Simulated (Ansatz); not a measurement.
Reaction (hydrogenolysis of the Si–B bond): `B[SiH2]C(F)Cl` + H₂ → `FC([SiH3])Cl` + BH₃

Calculated with Ansatz (gas phase, PBE0-D4/def2-TZVP geometries, no zero-point term in ΔE). CCSD(T)/CBS adds triple-zeta CCSD(T) − MP2 to the extrapolated MP2 energy (def2 sets, frozen cores). This one scheme is used for every species. Each species was taken in one conformer, which may not be the lowest.

```tsv
level	ΔE (kcal/mol)
SCS-MP2/def2-TZVPP	-10.5
MP2/def2-QZVPP	-9.0
```

Question: What does CCSD(T)/CBS give? (Best estimate.)

Answer: The calculation gave: -8.3 kcal/mol. The listed levels differ from it by -2.2, -0.7 kcal/mol.

Largest T1 diagnostic among the species: 0.012.

In def2-TZVPP, CCSD(T) changes the Hartree–Fock value by +6.2 kcal/mol (the triples alone add +1.0 kcal/mol) and MP2 by +5.8 kcal/mol. From PBE to PBE0 (25 % exact exchange), in def2-TZVPP and without D4, ΔE moves by −1.6 kcal/mol.
